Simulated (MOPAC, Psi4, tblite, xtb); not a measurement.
Dimer H2 ··· H6B3N3 (SMILES [H][H] and B1NBNBN1), singlet at R = 3.25 Å between the centres of mass, closest contact 3.13 Å (a higher rigid-body minimum at GFN2-xTB). Geometry in Å and degrees:

```
N
H 1 1.0068
B 1 1.4276 2 118.53
N 3 1.4276 1 117.05 2 -179.99
H 4 1.0068 3 118.52 1 -180.00
B 4 1.4276 5 118.52 3 -179.99
N 6 1.4276 4 117.06 5 180.00
H 7 1.0068 6 118.53 4 179.99
B 1 1.4276 2 118.53 3 -179.99
H 6 1.1924 4 121.47 5 -0.01
H 9 1.1924 1 121.47 2 0.00
H 3 1.1925 1 121.47 2 0.01
H 3 3.1336 12 102.62 1 88.11
H 13 0.7438 3 128.66 12 173.19
```

Methods: GFN2-xTB (tblite); SAPT0/jun-cc-pVDZ, frozen core (Psi4); HF/aug-cc-pVDZ, counterpoise-corrected (Psi4); MP2/aug-cc-pVDZ = DF-MP2/aug-cc-pVDZ, frozen core, counterpoise-corrected run with Psi4; SCS-MP2/aug-cc-pVDZ = DF-SCS-MP2/aug-cc-pVDZ, frozen core, counterpoise-corrected (Psi4); PM3, restricted, heats of formation (MOPAC); PM7, restricted, heats of formation (MOPAC); GFN1-xTB (xtb).

### Question
What interaction energy does each level give?

### Answer

```
method               E_int / kJ/mol
-------------------  --------------
GFN2-xTB                      -2.15
GFN1-xTB                      -1.39
MP2/aug-cc-pVDZ               -1.17
PM7                           -1.13
SCS-MP2/aug-cc-pVDZ           -0.30
SAPT0/jun-cc-pVDZ             -0.30
PM3                            1.56
HF/aug-cc-pVDZ                 2.61
```
